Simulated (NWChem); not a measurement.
Atomisation of tetraarsenic (As$_{4}$)

SMILES: [As]12[As]3[As]1[As]23
```xyz
4

As     1.2168     0.0000     0.8604
As    -1.2168     0.0000     0.8604
As     0.0000    -1.2167    -0.8604
As     0.0000     1.2167    -0.8604
```
Charge 0, spin multiplicity 1.

The numbers come from NWChem runs, not from measurements. Structure: optimised with PBE0/def2-SVP, held to C2v symmetry and with no frequency check, so it may be a saddle point.

Basis set: def2-TZVP. The atomisation energy is electronic alone: no zero-point, thermal, spin-orbit or counterpoise terms. No value is extrapolated to the basis-set limit. Free atoms are single determinants with multiplicities As 4.

The Hamiltonian is non-relativistic. No SCF solution was tested for a lower state.

Task: One of these methods gave an atomisation energy of 225.5 kcal/mol. Which?
(A) PBE
(B) LDA (SVWN5)
(C) LC-wPBE (omega 0.3 per bohr)
(D) BLYP

Result: C, LC-wPBE (omega 0.3 per bohr). The others give 262.3 (PBE), 323.8 (LDA (SVWN5)), 246.3 (BLYP).
